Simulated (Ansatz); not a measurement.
Reaction (hydrogenolysis of a Ge–F bond): `[OH][GeH]([F])[F]` + H₂ → `[OH][GeH2][F]` + H–F

Gas-phase electronic energies from Ansatz, PBE0-D4/def2-TZVP geometries. CCSD(T)/CBS adds triple-zeta CCSD(T) − MP2 to the extrapolated MP2 energy (def2 sets, frozen cores). This one scheme is used for every species. DFT in def2-TZVPP. For Ge outer-core shells are correlated without core-valence functions, which leaves a few kJ/mol of doubt a bond. Scalar relativity is left out up to krypton. One conformer a species, not always the lowest.

(1) Is it downhill or uphill in electronic energy at CCSD(T)/CBS, and by how much? (An estimate is asked.)

(2) What do these levels give: BLYP-D4, B2PLYP, CCSD/def2-SVP, MP2/def2-TZVPP, HF/def2-QZVPP, CCSD/CBS(def2)? (An estimate is asked.)

Largest T1 diagnostic among the species: 0.012.

## Answers

(1) Ansatz gave: Uphill: ΔE = +54.2 kJ/mol.

(2) Ansatz gave: BLYP-D4 63.2, B2PLYP 60.7, CCSD/def2-SVP 60.5, MP2/def2-TZVPP 61.5, HF/def2-QZVPP 60.0, CCSD/CBS(def2) 51.9 kJ/mol.

From BLYP to BHLYP (50 % exact exchange), in def2-TZVPP and without D4, ΔE moves by −3.0 kJ/mol. At CCSD(T), def2-SVP lies +8.6 kJ/mol from the extrapolated value and def2-TZVPP +4.0 kJ/mol. Leaving LDA and LC-ωPBE aside and taking each functional with its dispersion term where it has one, the values, not all of them listed here, spread over 14.2 kJ/mol, from HSE06-D4 to r2SCAN-D4.
